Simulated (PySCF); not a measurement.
Precursor series Ti Br-H. All species are isolated molecules in the gas phase.

Quantity: redistribution energy (mixed species minus the weighted end members), in eV.

Case: 2 of 4 Br replaced by H: [Ti(Br)2(H)2]. The other species in the difference include [Ti(Br)4] (neutral, multiplicity 1). Geometry of [Ti(Br)2(H)2] (neutral, multiplicity 1, Å):

```xyz
5

Ti    -0.0002     0.0467     0.0092
Br    -0.1401     1.3110     1.9486
Br     0.2486     1.1802    -1.9985
H     -1.4350    -0.8376    -0.1053
H      1.3511    -0.9532     0.1749
```

### Question
What redistribution energy (mixed species minus the weighted end members) does B3LYP/6-31G* (LANL2DZ on Ti) // TPSS-D3(BJ)/def2-SVP (PySCF) give?

### Answer
-0.262 eV.
